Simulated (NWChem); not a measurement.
System: BeH2S; SMILES [BeH][SH]

Q: Give the equilibrium geometry at PBE0/def2-SVP (NWChem) as an XYZ file, with the point group.

A: point group Cs; any orientation.
```
4

Be     0.1036    -1.3052     0.0000
H      0.0680    -2.6381     0.0000
S      0.1629     0.6097     0.0000
H     -1.1884     0.7024     0.0000
```
